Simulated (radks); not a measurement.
Question: Numerical settings for the erbium ion Er2+, [Xe] 4f12. Calculated with a radial shooting solver on a logarithmic mesh with Libxc functionals: scalar-relativistic Kohn-Sham, PBE, spin-polarised, spherical densities, finite nucleus; open shells are filled with parallel spins first (spin-orbit coupling, left out, can overturn this in heavy ions); Fermi nuclear charge, rms radius 5.2516 fm. The defaults (mesh step 0.008 in ln r, mesh end at 40 bohr or more with all orbitals vanishing there, Anderson mixing 0.5 over 9 steps, residual threshold near 1e-9 with the energy settled to 1e-9 hartree or 1e-11 of itself, here a cap of 62 iterations) give E = -13084.3884 hartree and 4f at -16.632 eV in 17 iterations. Run on one thread of a shared host, so times are rough (Intel(R) Xeon(R) Platinum 8559C): 0.29 s of CPU time, 0.3 s wall, 17 iterations on 2254 mesh points. One setting is changed at a time: mesh step in ln r 0.08; mesh step in ln r 0.12; mesh step in ln r 0.02; mesh end (bohr) 1; mesh end (bohr) 20; residual threshold 1e-16; residual threshold 1e-05; mixing 0.01; linear mixing, mixing 0.2; linear mixing, mixing 0.8; mixing history 3; iteration cap 2. Which runs fail to converge, and which converge to a wrong energy?

Answer: Not converged within the cap: mesh step in ln r 0.08; mesh step in ln r 0.12; residual threshold 1e-16; linear mixing, mixing 0.2; linear mixing, mixing 0.8; iteration cap 2. Settled on a wrong energy, with an occupied level pushed above zero by the early mesh end: mesh end (bohr) 1 (+205 hartree). Apart from these: no run marked as converged misses the energy by more than 1 mhartree.
